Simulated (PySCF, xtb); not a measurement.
C₃H₃F₃, SMILES [C@H]1(C(F)(C1)F)F.

Harmonic wavenumbers (cm⁻¹) from xtb 6.7.1 with GFN2-xTB at its own minimum, in rising order: 178, 241, 372, 427, 446, 555, 736, 835, 891, 944, 1033, 1049, 1081, 1148, 1186, 1257, 1358, 1456, 3051, 3100, 3127.

Task: What does PBE-D3(BJ)/def2-SVP run with PySCF give at its own minimum? (Estimate from the structure and the level; the computed values follow.)

Result: 179, 241, 372, 437, 473, 595, 724, 814, 852, 969, 974, 1028, 1078, 1164, 1241, 1295, 1326, 1476, 3070, 3082, 3179. Paired by order, the mean absolute difference is 24 cm⁻¹ and the zero-point energies are 35.0 and 35.1 kcal/mol.
